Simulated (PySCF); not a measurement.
Be(NH2)2 (BeH4N2), SMILES [NH2][Be][NH2].

Geometry: r2SCAN-D4/def2-TZVP. The values are those of a single conformer.

Calculation: PBE0/def2-TZVPD (PySCF).

Isolated molecule, no solvent.

```yaml
total_energy: -126.62894 hartree
point_group: D2d
highest_occupied_level: -7.08 eV
lowest_empty_level: -0.19 eV
orbital_gap: 6.89 eV
dipole_moment: 0.00 D
quadrupole, principal values (traceless, Buckingham form, about the centre of nuclear charge): -1.45, -1.45, 2.91 D·Å
mean_static_polarisability: 35.6 bohr³ (5.27 Å³)
polarisability_principal_values: 31.8, 31.8, 43.2 bohr³
```
